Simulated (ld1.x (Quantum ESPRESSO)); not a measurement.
**PBE TM dataset for Ho (Z = 67), scalar-relativistic all-electron reference.**

| Quantity | Value |
| --- | --- |
| Element | holmium (Ho) |
| Generator | ld1.x (Quantum ESPRESSO) 7.5 |
| Type | norm-conserving Troullier–Martins (Kleinman–Bylander form) |
| Functional | PBE |
| Relativity | scalar-relativistic |
| Frozen core | [Kr] 4d10 |
| Valence charge | 21 |
| Reference configuration | 4f11 5s2 5p6 5d0 6s1 6p0 (charge +1) |
| Partial waves | 5s (bound): rc 1.95 bohr; 5p (bound): rc 1.90 bohr; 5d (bound, empty): rc 2.00 bohr; 4f (bound): rc 1.10 bohr |
| Local potential | the f channel |
| Core correction | a·sin(br)/r model core inside 0.90 bohr |

Occupied shells without a wave of their own: 6s. They enter only through the test configuration that unscreens the potential, and ld1.x also counts them in the model core charge.

Task: Is a potential produced?

Result: No. ld1.x (Quantum ESPRESSO) 7.5 stopped with "run_pseudo: Errors in PS-KS equation": the pseudo-atom solver did not find the valence states with the expected number of nodes, which is the usual sign of a ghost state. Before that it printed "Warning: n=2, l=0 expected 1 nodes, found 2".
